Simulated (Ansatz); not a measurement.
CH6FNOSi, SMILES `NC(O)[SiH2]F`. Total charge 0; spin multiplicity 1. The structure was optimised at the PBE0-D4/def2-TZVP level. It is one conformer, not always the lowest.

```xyz
11

N    -1.216   -0.160   -0.836
C     0.131    0.281   -0.542
O     0.162    1.685   -0.393
Si    0.830   -0.464    1.054
F    -0.371   -0.475    2.121
H    -1.780   -0.290   -0.005
H    -1.239   -1.003   -1.392
H     0.756   -0.033   -1.394
H    -0.442    2.038   -1.058
H     1.959    0.299    1.637
H     1.209   -1.880    0.807
```

Task: What is the dipole moment at B3LYP/def2-TZVPP? (Estimate.)

Result: Computed: 2.33 D, with components (-0.05, -1.43, -1.84) D in this frame, pointing from negative to positive charge.

Task: And with PBE, r2SCAN, ωB97M-V? (An estimate is asked.)

Result: Computed: PBE 2.27 D, r2SCAN 2.30 D, ωB97M-V 2.30 D.

Task: Give the Mulliken charges with B3LYP, ωB97M-V, PBE in def2-TZVPP. (Estimate.)

Result: Computed: 
```csv
atom,B3LYP,ωB97M-V,PBE
N1,-0.34,-0.30,-0.33
C2,0.09,0.03,0.05
O3,-0.34,-0.32,-0.30
Si4,0.58,0.51,0.50
F5,-0.34,-0.33,-0.30
H6,0.14,0.13,0.15
H7,0.14,0.12,0.15
H8,0.07,0.09,0.06
H9,0.18,0.17,0.17
H10,-0.08,-0.04,-0.08
H11,-0.10,-0.06,-0.10
```

B3LYP here is the variant with VWN-RPA as its local correlation; programs differ in this.
